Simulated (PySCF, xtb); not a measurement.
C3H3ClF2, SMILES F[C@@H]1[C@H]([C@@H]1F)Cl.

Harmonic wavenumbers (cm⁻¹) from GFN2-xTB in xtb at its own minimum, in rising order: 186, 204, 228, 323, 363, 598, 780, 850, 903, 994, 999, 1031, 1101, 1127, 1166, 1200, 1266, 1402, 3045, 3047, 3061.

Question: What does PySCF with PBE-D3(BJ)/def2-SVP give at its own minimum? (An estimate is asked for; the answer gives what the named calculation found.)

Answer: 168, 206, 232, 308, 369, 637, 789, 822, 891, 977, 1001, 1045, 1101, 1142, 1159, 1221, 1313, 1436, 3078, 3084, 3107. Paired by order, the mean absolute difference is 19 cm⁻¹ and the zero-point energies are 34.1 and 34.4 kcal/mol.
